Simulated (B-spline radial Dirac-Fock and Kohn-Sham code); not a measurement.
# Sc⁵⁺: eigenvalues, ΔSCF and the reference

System: Sc⁵⁺, configuration 1s2 2s2 2p6 3s2 3p4.

The density-functional columns are spherical, spin-unpolarised Dirac-Kohn-Sham results without Breit or QED terms: −ε is minus the orbital energy of the initial state and ΔSCF the difference of two total energies. The reference in the last column comes from multi-electron Dirac-Fock with separately optimised hole states, Breit and Lamb-shift corrections added in first order. All numbers are from a radial finite-basis atomic code, in eV; a selection of levels is shown. The Kohn-Sham columns are given as differences from the reference.

```
level  PBE −ε − DF  PBE ΔSCF − DF  LDA −ε − DF  LDA ΔSCF − DF  Dirac-Fock
    K       -110.4          +19.4       -122.4           +6.9      4590.3
   L1        -42.4          -15.1        -43.7          -16.4       597.7
   L2        -29.8           +1.0        -30.0           +0.9       502.5
   M1        -11.9           -1.3        -12.2           -1.5       137.8
 M2,3         -8.9           +1.4         -8.8           +1.5       112.1
```

Values without a named source are computed, but for edge energies of neutral atoms, which are taken from tables.
